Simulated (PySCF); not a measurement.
Si(Br)(Me) (CH₃BrSi), SMILES C[Si]Br (connectivity only; charge and spin as stated), neutral, multiplicity 1.

Geometry optimised at PBE-D3(BJ)/def2-TZVP.

Computed with ωB97X/def2-TZVPD (PySCF).

Symmetry labels are those of the subgroup Cs that the program uses (full group Cs).

Computed valence orbital energies around the gap with their symmetry:
```
orbital  symmetry  energy (eV)
-------  --------  -----------
HOMO−7         A'       -22.74
HOMO−6         A'       -15.98
HOMO−5         A'       -14.45
HOMO−4         A"       -14.29
HOMO−3         A'       -12.11
HOMO−2         A"       -11.07
HOMO−1         A'       -10.91
HOMO           A'        -8.98
LUMO           A"        -0.64
LUMO+1         A'         1.54
LUMO+2         A'         1.75
LUMO+3         A'         2.16
```
